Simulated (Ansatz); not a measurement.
Harmonic frequencies (cm⁻¹) at PBE0-D4/def2-TZVP from Ansatz: 132, 164, 188, 274, 383, 552, 569, 645, 652, 751, 786, 854, 874, 990, 1193, 1448, 2255, 2446, 2702, 3099, 3155.

Each molecule was computed in one conformer, which needn't be the lowest.

Question: Which molecule is it?
A. `OBS[S][GaH2]`
B. `[NH2][AlH][SiH2]O`
C. `[SeH][SiH]1BC1`
D. `[NH2][SnH]([OH])[SH]`

Answer: C.
